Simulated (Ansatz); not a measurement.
A run for Ansatz (an electronic-structure program): SC-NEVPT2 on CASSCF(2,2)/cc-pVDZ on C2H5Ga (SMILES C=[CH][GaH2]), a point of a bond scan (R = 2.935 Å).

Ansatz 0.2 input:
```yaml
crystal:
  periodic: [false, false, false]
  atoms:
    - {symbol: Ga, position_ang: [-0.08715066, 0.10104622, 0.73305918]}
    - {symbol: H, position_ang: [-0.76539925, 1.51896569, 0.78932898]}
    - {symbol: H, position_ang: [0.22794711, -0.70697670, 2.04227001]}
    - {symbol: C, position_ang: [0.34544064, -0.60894069, -1.04139596]}
    - {symbol: C, position_ang: [0.07372601, 0.08545312, -2.14907111]}
    - {symbol: H, position_ang: [0.81534456, -1.58265613, -1.15772427]}
    - {symbol: H, position_ang: [0.69372909, -0.91587455, -4.83759962]}
    - {symbol: H, position_ang: [-0.39457853, 1.06456870, -2.11108447]}
basis:
  gaussian:
    orbitals: cc-pVDZ
    pivot_positions_ang: [[-0.08715066, 0.10104622, 0.73305918], [-0.76539925, 1.51896569, 0.78932898], [0.22794711, -0.70697670, 2.04227001], [0.34544064, -0.60894069, -1.04139596], [0.07372601, 0.08545312, -2.14907111], [0.81534456, -1.58265613, -1.15772427], [0.69372909, -0.91587455, -4.83759962], [-0.39457853, 1.06456870, -2.11108447]]
magnetization: {spin_polarized: false}
correlation: {method: sc_nevpt2, electrons: outside_noble_gas, active_space: {window: {electrons: 2, orbitals: 2}}}
output: {orbitals: {seedname: ./end}}
```

Program output:

```
WARN ansatz: RAYON_NUM_THREADS=1 ignored (pool sized by the plan → 1); use --threads N
Functional definition: HF
integrals: 0.03 GiB planned
918 factors; integrals over basis functions are off by at most 3.7e-4 eV
mean field: 0.22 GiB planned
mean field evaluation 1: about -54463.3269 eV, gradient 2.0e1 eV
mean field evaluation 2: about -54463.4105 eV, gradient 2.0e1 eV
mean field evaluation 4: about -54465.0402 eV, gradient 4.1e0 eV
mean field evaluation 8: about -54465.1393 eV, gradient 6.2e-1 eV
mean field evaluation 16: about -54465.1450 eV, gradient 2.2e-6 eV
mean field evaluation 32: about -54462.0572 eV, gradient 2.2e-6 eV
mean field -54465.14496088 eV, -2001.5571595110 hartree, gradient 2.2e-6 eV, S^2 0.000000; 3 other end points of the search recorded, 0 dependent functions left out; unrestricted orbitals would lower it
reference -54465.14496088 eV, -2001.5571595110 hartree; 24, 24 occupied and 56, 56 virtual orbitals, 918 factors
configuration interaction: 0.16 GiB planned
configuration interaction: 0.00 GiB planned
state -54468.41506732 eV, -2001.6773337062 hartree
state -54468.41506732 eV, -2001.6773337062 hartree; corrected -54476.82258985 eV, -2001.9863044604 hartree
Total energy: -54476.82258985 eV, -2001.9863044604 hartree
```

The calculation finished and met its thresholds.

Cost: very roughly 4 core-seconds.
